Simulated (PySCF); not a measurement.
¹⁵N chemical shifts

- shieldings: GIAO PBE0/pcSseg-1
- GFN2-xTB geometry
- run in PySCF 2.14.0 with density-fitted response routines
- gas phase, averaged over atoms made equivalent by symmetry, fast rotation or ring inversion, relativity neglected, one computed conformer

Shieldings were converted by a linear fit to measured shifts: ¹⁵N: δ = -148.07 − 0.921σ (rms 6.3 ppm, 71 shifts vs CH3NO2, solution or neat liquid). A few per cent of atoms miss by over 2 rms, more outside the fitted compound classes.

Q: Give the ¹⁵N shifts of `C=C[C@@H](CC)[C@@H](C)NC`, `CC1CN(C(C)(C)C)C1`, `Cc1snnc1Cl`, `C[SiH2]P1N(C)C=CN1C`, `CCCn1cc(C)cn1`, `CCc1cc(C)nn1C`, `CC[C@H](C#N)CN[SiH2]P`, `C=CC[C@@H](C)[C@H](C)CN`.

A: 
| compound | environment | δ (ppm) |
| --- | --- | --- |
| C=C[C@@H](CC)[C@@H](C)NC | amine nitrogen | -342.0 |
| CC1CN(C(C)(C)C)C1 | amine nitrogen | -351.8 |
| [CH3:1][c:2]1[s:3][n:4][n:5][c:6]1[Cl:7] | N5: pyridine-type nitrogen of an azole | 40.8 |
| [CH3:1][c:2]1[s:3][n:4][n:5][c:6]1[Cl:7] | N4: pyridine-type nitrogen of an azole | 16.9 |
| C[SiH2]P1N(C)C=CN1C | enamine nitrogen (×2) | -345.6 |
| [CH3:1][CH2:2][CH2:3][n:4]1[cH:5][c:6]([CH3:7])[cH:8][n:9]1 | N9: pyridine-type nitrogen of an azole | -75.2 |
| [CH3:1][CH2:2][CH2:3][n:4]1[cH:5][c:6]([CH3:7])[cH:8][n:9]1 | N4: pyrrole-type ring nitrogen | -180.3 |
| [CH3:1][CH2:2][c:3]1[cH:4][c:5]([CH3:6])[n:7][n:8]1[CH3:9] | N7: pyridine-type nitrogen of an azole | -76.6 |
| [CH3:1][CH2:2][c:3]1[cH:4][c:5]([CH3:6])[n:7][n:8]1[CH3:9] | N8: pyrrole-type ring nitrogen | -192.6 |
| [CH3:1][CH2:2][C@H:3]([C:4]#[N:5])[CH2:6][NH:7][SiH2:8][PH2:9] | N5: nitrile nitrogen | -116.8 |
| [CH3:1][CH2:2][C@H:3]([C:4]#[N:5])[CH2:6][NH:7][SiH2:8][PH2:9] | N7: nitrogen bonded to C, Si, H | -375.7 |
| C=CC[C@@H](C)[C@H](C)CN | amine nitrogen | -358.1 |
